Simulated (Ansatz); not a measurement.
A nudged elastic band was laid between two geometries of C₂H₁₀BGeIn (15 atoms, charge 0, multiplicity 1).

Computed with RHF/def2-SVP in Ansatz.

```
movable images  : 7
climbing image  : yes
spring          : 5.0 eV/Å²
optimiser       : quadratic models (default)
start path      : IDPP
force threshold : 0.03 eV/Å
iteration limit : 43
end points      : relaxed
```

Initial state:

```xyz
15
Properties=species:S:1:pos:R:3
B -1.577 1.587 1.941
In -0.182 0.184 0.756
Ge 2.438 0.050 1.322
C -0.879 -1.096 -0.910
C -0.702 -0.474 -2.301
H -2.146 1.224 2.936
H -1.770 2.727 1.612
H 2.958 -1.402 1.300
H 2.797 0.631 2.704
H 3.274 0.831 0.286
H -0.333 -2.042 -0.858
H -1.932 -1.337 -0.745
H 0.346 -0.248 -2.518
H -1.052 -1.145 -3.090
H -1.262 0.459 -2.407
```

Final state:

```xyz
15
Properties=species:S:1:pos:R:3
B -1.739 0.994 2.462
In -0.340 0.225 0.798
Ge 2.298 0.722 0.861
C -1.042 -0.985 -0.915
C -0.273 -0.808 -2.226
H -1.970 0.353 3.452
H -2.271 2.070 2.396
H 3.123 -0.566 0.657
H 2.775 1.348 2.187
H 2.717 1.693 -0.262
H -0.985 -2.029 -0.588
H -2.105 -0.782 -1.068
H 0.791 -1.029 -2.108
H -0.653 -1.470 -3.011
H -0.347 0.213 -2.608
```

Problem. Which bonds break or form, and what moves?

Solution. No bond is made or broken. The height of B1 over the plane of its neighbours goes from 0.01 to 0.01 Å.

Problem. What energy profile does the band end with?

Solution. The forces met the threshold. The highest image is number 0 of 0 to 8, 0.000 eV above the first end and 0.021 eV above the last; the last end lies 0.021 eV below the first. The highest image is an end point: on this band no image between the ends rises above it.

```csv
image,path coordinate (Å),energy (eV),height of B1 over the plane of its neighbours (Å)
0,0.00,0.000,0.01
1,0.09,0.000,0.01
2,0.47,-0.002,0.01
3,0.86,-0.004,0.01
4,1.24,-0.007,0.01
5,1.63,-0.010,0.01
6,2.01,-0.014,0.01
7,2.40,-0.017,0.01
8,2.78,-0.021,0.01
```

Time of the run: 4.5 min on 2 threads of Arm Neoverse V1 (shared host), peak memory 0.48 GiB.
